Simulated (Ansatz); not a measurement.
```yaml
crystal:
  periodic: [true, true, true]
  atoms:
    - {symbol: B, position_ang: [-0.625603, -0.803904, 0.164917]}
    - {symbol: C, position_ang: [0.108101, 0.048927, -0.568778]}
    - {symbol: B, position_ang: [-0.017335, 1.265461, 0.307849]}
    - {symbol: O, position_ang: [0.562529, -0.842329, -1.567572]}
    - {symbol: Cl, position_ang: [-0.274821, -1.882622, 1.600398]}
    - {symbol: H, position_ang: [-0.885214, 0.331249, 1.279158]}
    - {symbol: H, position_ang: [-2.089925, -0.886591, 0.094645]}
    - {symbol: H, position_ang: [-0.427388, 2.075651, 0.012609]}
    - {symbol: H, position_ang: [0.894217, 1.312704, 0.812829]}
    - {symbol: H, position_ang: [1.409064, -0.099697, -1.933754]}
basis:
  gaussian: {orbitals: def2-TZVPD}
total_charge: 1
magnetization: {spin_polarized: true, initial_magnetization: 1}
hamiltonian: {xc: {name: revPBE0}, dispersion: d3bjatm}
output: {forces: true}
```

```sh
$ ansatz run in.yaml --threads 4 --pin off --events-out ev --progress --plain --max-ram 10444MiB
```

Shortened log:

```
Error: YAML parse error: error: line 2 column 3: crystal: missing field `lattice` (a structure is typed as `lattice` and `atoms`, a molecule's as `atoms` in Å alone, or read from a run's directory, `checkpoint`)
 --> <input>:2:3
1 | crystal:
2 |   periodic: [true, true, true]
3 |   atoms:
4 |     - {symbol: B, position_ang: [-0.625603, -0.803904, 0.164917]}
```

In this input the molecule is marked periodic without a cell. The program refused the input.
